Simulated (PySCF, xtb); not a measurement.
CH₄BClOS, SMILES COB(S)Cl.

GFN2-xTB run with xtb at its own geometry gives an orbital gap of 5.01 eV and a dipole moment of 2.09 D.

Coordinates come from a PBE-D3(BJ)/def2-SVP optimisation. The structure was generated by enumeration, and PubChem lists no compound with its InChIKey, so it may never have been made. The values are those of a single conformer.

What does M06-2X/def2-TZVP in PySCF give? (Estimate from the structure and the level; the computed values follow.)

gap 9.93 eV (levels -9.18 and 0.75 eV), dipole 1.83 D.
